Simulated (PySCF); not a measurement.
# [Yb(NH3)]2+ relaxed at several levels

Computed with PySCF 2.14.0, PBE0, def2-SVP on the ligands, density fitting, scalar-relativistic core potentials, no spin-orbit coupling, vacuum. Each row is relaxed at its own level from the same template. Distances are means of the shortest metal–ligand contacts, charges and spins Mulliken's; removal energies are rigid, with the ligand's formal charge and no counterpoise, so too large; for an anion taken off a cation in vacuum most of it is the attraction of opposite charges, and multiply charged cations can part far more cheaply with an electron moved from ligand to metal. lcecp potentials hold a fixed number of 4f electrons in the core, out of states, spins and gaps.

```csv
level,basis on the metal,point group,M–NH3 (Å),charge on M (e),HOMO–LUMO gap (eV),removal of one NH3 (eV),"strongest infrared band, degenerate modes summed (cm⁻¹)",unstable modes (below −25 cm⁻¹)
PBE0,lcecp-0-SVP with ECP60,C3v,2.500,1.69,–,2.88,3504,0
```

Problem. What does the calculation give for PBE0, def2-SVP with ECP28?

Solution. point group: C3v, M–NH3 (Å): 2.418, charge on M (e): 1.70, HOMO–LUMO gap (eV): 6.23, removal of one NH3 (eV): 3.06, strongest infrared band, degenerate modes summed (cm⁻¹): 3493, unstable modes (below −25 cm⁻¹): 0.
```xyz
5

Yb    0.0000    0.0000   -0.1046
N     0.0000    0.0000    2.3131
H     0.9327    0.0000    2.7523
H    -0.4664    0.8077    2.7523
H    -0.4663   -0.8078    2.7523
```

One start shape was tried for each, so a minimum needn't be the lowest isomer.
